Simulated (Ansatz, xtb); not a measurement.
# ClFOSi2: where a starting geometry ends

The starting geometry of this gas-phase singlet has its atoms placed at random.

```yaml
atoms:
  - { symbol: Cl, position_ang: [1.1305, -0.2213, 0.2535] }
  - { symbol: F, position_ang: [0.1163, 1.1859, 1.6564] }
  - { symbol: O, position_ang: [0.8694, -0.2882, -1.5888] }
  - { symbol: Si, position_ang: [-1.2518, -1.0145, 0.3955] }
  - { symbol: Si, position_ang: [0.2011, 1.8476, -0.2064] }
```

**Question.** One run relaxed it with r2SCAN-D4/def2-SVP. What is a likely outcome?

**Answer.** It ends as a structure given below by its coordinates. Distances that change by over a tenth: Cl1–Si4 (2.51 → 3.72 Å), Si4–Si5 (3.27 → 2.68 Å). Contacts that open: Cl1–O3 (1.86 → 4.86 Å). Contacts that close: F2–Si5 (1.98 → 1.63 Å), O3–Si4 (2.99 → 1.54 Å).

The energy falls by 9.33 eV over 31 steps:

```json
{"step": "1", "E − E(last) (eV)": "9.332"}
{"step": "4", "E − E(last) (eV)": "5.816"}
{"step": "8", "E − E(last) (eV)": "3.763"}
{"step": "11", "E − E(last) (eV)": "0.732"}
{"step": "14", "E − E(last) (eV)": "0.084"}
{"step": "18", "E − E(last) (eV)": "0.017"}
{"step": "21", "E − E(last) (eV)": "0.005"}
{"step": "24", "E − E(last) (eV)": "0.002"}
{"step": "28", "E − E(last) (eV)": "0.000"}
{"step": "31", "E − E(last) (eV)": "0.000"}
```

Final geometry (Å):

| atom | x (Å) | y (Å) | z (Å) |
| --- | --- | --- | --- |
| Cl | 2.3293 | 0.3910 | 1.1703 |
| F | -0.2246 | 1.6847 | 1.7054 |
| O | -0.9631 | -1.0101 | -2.1171 |
| Si | -0.6913 | -0.8404 | -0.6156 |
| Si | 0.6152 | 1.2842 | 0.3674 |

From the same start GFN2-xTB reaches the same bonding as this run.

From so rough a start the end depends on the optimiser's path, so another program may land elsewhere. The end wasn't checked by frequencies. Run with Ansatz 0.2.0, 3.2 min on 1 thread of AMD EPYC (Zen 3), with other jobs on the host.
